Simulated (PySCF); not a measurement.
The first ionisation energy along group 8

Calculated with PySCF 2.14 from differences of total energies of unrestricted determinants, without spin-orbit coupling. Values in eV. The last column holds reference values (NIST; (s) semi-empirical, (t) theoretical, else measured). Unmarked ones compare directly (S terms, centres of terms, or small fine structure); those marked * lie between the lowest fine-structure levels and include a spin-orbit shift.

| element | configurations | UHF | LDA | PBE0 | MP2 (valence) | SCS-MP2 (valence) | CCSD (valence) | reference |
| --- | --- | --- | --- | --- | --- | --- | --- | --- |
| Fe (x2c-TZVPPall, spin-free X2C) | [Ar] 3d6 4s2 → [Ar] 3d6 4s1 | 6.436 | 8.164 | 7.659 | 7.439 | 7.610 | 7.644 | 7.904 |
| Ru (x2c-TZVPPall, spin-free X2C) | [Kr] 4d7 5s1 → [Kr] 4d7 | 6.297 | 8.027 | 7.459 | 7.084 | 6.834 | 7.032 | 7.365 |
| Os (x2c-TZVPPall, spin-free X2C) | [Xe] 4f14 5d6 6s2 → [Xe] 4f14 5d6 6s1 | 6.551 | 8.881 | 8.158 | 8.010 | 8.219 | 8.041 | 8.473 |

Q: Which of these methods has the smallest mean absolute error against the measured values here?

A: PBE0, with 0.218 eV.

```csv
method,elements,mean error (eV),mean absolute error (eV),largest error (eV)
UHF,3,-1.486,1.486,-1.923
LDA,3,0.443,0.443,0.662
PBE0,3,-0.155,0.218,-0.315
MP2 (valence),3,-0.403,0.403,-0.465
SCS-MP2 (valence),3,-0.359,0.359,-0.531
CCSD (valence),3,-0.342,0.342,-0.432
```

Errors include the incompleteness of the basis and the frozen core.

"Valence" correlates the outer s and p shells and, in groups 3 to 12 and the f block, the outer d or f shell, open or full, or the next shell where the ion has no valence electron left; the wider scheme adds the next inner shell.
